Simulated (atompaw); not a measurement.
## What one change does to a pseudopotential (Tb, PAW (atompaw))

| Quantity | Value |
| --- | --- |
| Element | Tb (Z = 65) |
| Generator | atompaw 4.2.0.5 |
| Type | PAW |
| Functional | PBEsol |
| Relativity | scalar-relativistic |
| Frozen core | [Xe] 4f8 |
| Valence charge | 3 |
| Reference configuration | 5d1 6s2 6p0 |
| Partial waves | 6s (bound): rc 3.00 bohr; 6s channel at 0.1 Ry: rc 3.00 bohr; 6p (bound, empty): rc 3.00 bohr; 6p channel at 0.35 Ry: rc 3.00 bohr; 5d (bound): rc 3.00 bohr; 5d channel at 0.3 Ry: rc 3.00 bohr |
| Local potential | troulliermartins scheme with l = 3 at 0 Ry, radius 2.85 bohr |
| Core correction | smooth core density matched at 2.50 bohr |
| Augmentation charge | besselshape compensation charge, radius 2.60 bohr; PAW radius 3.00 bohr; waves and projectors: custom rrkj vanderbiltortho |

All-electron outer shells of the reference configuration (PBEsol, scalar-relativistic, ld1.x):

```tsv
shell	level (eV)	outermost node (bohr)	outermost maximum (bohr)
5p	-27.90	0.69	1.33
4f	-9.00	–	0.55
6s	-4.22	1.57	3.32
5d	-2.44	0.77	1.94
6p	-1.31	1.89	4.48
```

Change: core [Kr] 4d10 5s2, valence charge 17; reference 4f8 5p6 5d0 6s0 6p0; waves now 6s (bound): rc 3.00 bohr; 6s channel at 1.35 Ry: rc 3.00 bohr; 5p (bound): rc 2.50 bohr; 6p (bound): rc 2.30 bohr; 5d (bound): rc 3.00 bohr; 5d channel at 2.3 Ry: rc 3.00 bohr; 4f (bound): rc 1.15 bohr; 4f channel at -2.15 Ry: rc 1.15 bohr; local potential troulliermartins scheme with l = 4 at 0 Ry, radius 2.25 bohr; core correction smooth core density matched at 2.85 bohr; augmentation besselshape compensation charge, radius 2.25 bohr; PAW radius 3.00 bohr; waves and projectors: custom rrkj vanderbiltortho.

Cutoffs: the cutoffs (Ry, on a coarse ladder) from which the occupation-weighted sum of valence levels, in a spherical-Bessel basis at the reference potential, stays within 10 and 1 mRy of its value at 400 Ry; they do not see the model core or the augmentation charge, which bear on the density cutoff.

What does the change do?

The potential gets harder (8 Ry and 10 Ry → 160 Ry and 230 Ry); the bound ghosts move from p, s to s; the range in which the s phases agree narrows (upper end 4.2 → 2.9); the range in which the d phases agree narrows (upper end 3.7 → 0.5). The added semicore shells are compact, so their waves need more plane waves. Several settings change at once here, so the effects cannot be laid on one of them.

| quantity | base | changed |
| --- | --- | --- |
| cutoff, loose | 8 Ry | 160 Ry |
| cutoff, tight | 10 Ry | 230 Ry |
| bound ghosts | s, p | s |
| s: phases at 3.01 bohr within 0.05 rad from the reference energy up to (Ry; the scan ends near 5) | 4.2 | 2.9 |
| p: phases at 3.01 bohr within 0.05 rad from the reference energy up to (Ry; the scan ends near 5) | to the end of the scan | 4.6 |
| d: phases at 3.01 bohr within 0.05 rad from the reference energy up to (Ry; the scan ends near 5) | 3.7 | 0.5 |
| lowest overlap eigenvalue by channel | s 0.08, p 0.37, d 1.00 | s 0.41, p 0.11, d 0.73, f 0.95 |

 A true bound ghost makes a file unfit for plane-wave use even where its test errors are small: the radial tests pick states by their node count and pass the ghost by. The cutoffs see the waves, projectors and local potential, not the compensation charge or the core.
